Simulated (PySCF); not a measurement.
H₃B₃Cl₂N₃, SMILES N1B(N[B]NB1Cl)Cl, doublet, PBE0/def2-SVP optimised geometry.

```
11

Cl     2.82    -0.34     0.00
B      1.04    -0.34     0.00
N      0.32    -1.57     0.00
B     -1.10    -1.57     0.00
N     -1.81    -0.34     0.00
B     -1.11     0.90     0.00
Cl    -1.99     2.44     0.00
N      0.32     0.88     0.00
H      0.83    -2.44     0.00
H     -2.82    -0.33     0.00
H      0.82     1.76     0.00
```

Density from PySCF with unrestricted PBE0/def2-TZVP at that geometry.

Minimum of the electron density along straight lines between bonded atoms, close to the bond critical point (lines longer than 1.1 times the sum of covalent radii, or with two minima, are not listed):

```json
[
 {"bond": "Cl1–B2", "length / Å": "1.776", "ρ at the minimum / e bohr⁻³": "0.143", "∇²ρ there / e bohr⁻⁵": "0.00", "position (fraction from the first atom)": "0.71"},
 {"bond": "B2–N3", "length / Å": "1.426", "ρ at the minimum / e bohr⁻³": "0.207", "∇²ρ there / e bohr⁻⁵": "0.44", "position (fraction from the first atom)": "0.33"},
 {"bond": "N3–B4", "length / Å": "1.419", "ρ at the minimum / e bohr⁻³": "0.205", "∇²ρ there / e bohr⁻⁵": "0.53", "position (fraction from the first atom)": "0.67"},
 {"bond": "B4–N5", "length / Å": "1.419", "ρ at the minimum / e bohr⁻³": "0.205", "∇²ρ there / e bohr⁻⁵": "0.53", "position (fraction from the first atom)": "0.33"},
 {"bond": "N5–B6", "length / Å": "1.426", "ρ at the minimum / e bohr⁻³": "0.207", "∇²ρ there / e bohr⁻⁵": "0.44", "position (fraction from the first atom)": "0.67"},
 {"bond": "B6–Cl7", "length / Å": "1.776", "ρ at the minimum / e bohr⁻³": "0.143", "∇²ρ there / e bohr⁻⁵": "0.00", "position (fraction from the first atom)": "0.30"},
 {"bond": "B2–N8", "length / Å": "1.423", "ρ at the minimum / e bohr⁻³": "0.208", "∇²ρ there / e bohr⁻⁵": "0.45", "position (fraction from the first atom)": "0.33"},
 {"bond": "B6–N8", "length / Å": "1.423", "ρ at the minimum / e bohr⁻³": "0.208", "∇²ρ there / e bohr⁻⁵": "0.45", "position (fraction from the first atom)": "0.33"},
 {"bond": "N3–H9", "length / Å": "1.012", "ρ at the minimum / e bohr⁻³": "0.336", "∇²ρ there / e bohr⁻⁵": "-1.74", "position (fraction from the first atom)": "0.75"},
 {"bond": "N5–H10", "length / Å": "1.012", "ρ at the minimum / e bohr⁻³": "0.336", "∇²ρ there / e bohr⁻⁵": "-1.74", "position (fraction from the first atom)": "0.75"},
 {"bond": "N8–H11", "length / Å": "1.013", "ρ at the minimum / e bohr⁻³": "0.336", "∇²ρ there / e bohr⁻⁵": "-1.74", "position (fraction from the first atom)": "0.75"}
]
```
